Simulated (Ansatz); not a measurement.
`N[BH][SnH3]` + `[GaH3]` → `[GaH2][SnH3]` + `BN`  (formal exchange of groups at the Sn–B bond)

Gas-phase electronic energies from Ansatz, PBE0-D4/def2-TZVP geometries. CCSD(T)/CBS is the MP2 limit (def2-TZVPP, def2-QZVPP) plus CCSD(T) − MP2 in def2-TZVPP, frozen cores. This one scheme is used for every species. DFT in def2-TZVPP. Elements past krypton have def2 core potentials. For Ga, Sn outer-core shells are correlated without core-valence functions, which leaves a few kJ/mol of doubt a bond. Scalar relativity is left out up to krypton. One conformer a species, not always the lowest.

`N[BH][SnH3]`:

Cartesian coordinates in Å:
```
N -0.503 -1.406 -0.895
B 0.470 -0.805 -0.117
Sn 0.162 1.283 0.661
H -0.407 -2.339 -1.264
H -1.371 -0.965 -1.150
H 1.464 -1.427 0.124
H 1.369 2.374 0.132
H 0.159 1.360 2.371
H -1.344 1.924 0.138
```

`[GaH3]`:

Cartesian coordinates in Å:
```
Ga 0.000 0.001 0.000
H 1.069 0.128 1.141
H -1.512 -0.208 0.361
H 0.444 0.080 -1.502
```

`[GaH2][SnH3]`:

Cartesian coordinates in Å:
```
Ga 0.825 -0.222 1.285
Sn -0.564 0.175 -0.900
H 1.619 -1.566 1.479
H 0.867 0.859 2.425
H -0.971 1.816 -1.157
H 0.262 -0.366 -2.297
H -2.037 -0.696 -0.835
```

`BN`:

Z-matrix (Å, degrees):
```
B
N 1 1.385
H 1 1.197 2 119.0
H 1 1.197 2 119.0 3 -180.0
H 2 1.006 1 123.2 3 -0.0
H 2 1.006 1 123.2 3 180.0
```

CCSD(T)/CBS gives -61.9 kJ/mol.

Problem. Another level gave -67.9 kJ/mol. Which?
A. BHLYP-D4/def2-TZVPP
B. revPBE-D4/def2-TZVPP
C. PBE/def2-TZVPP
D. B97M-V/def2-TZVPP

Solution. A. BHLYP-D4 -67.9, B97M-V -50.9, revPBE-D4 -57.7, PBE -62.1 kJ/mol.

Largest T1 diagnostic among the species: 0.014.

In def2-TZVPP, CCSD(T) changes the Hartree–Fock value by +9.7 kJ/mol (the triples alone add +1.5 kJ/mol) and MP2 by +8.3 kJ/mol. Leaving LDA and LC-ωPBE aside and taking each functional with its dispersion term where it has one, the values spread over 16.9 kJ/mol, from BHLYP-D4 to B97M-V. LDA lies +5.2 kJ/mol from PBE without D4. At CCSD(T), def2-SVP lies +3.9 kJ/mol from the extrapolated value and def2-TZVPP +3.5 kJ/mol.
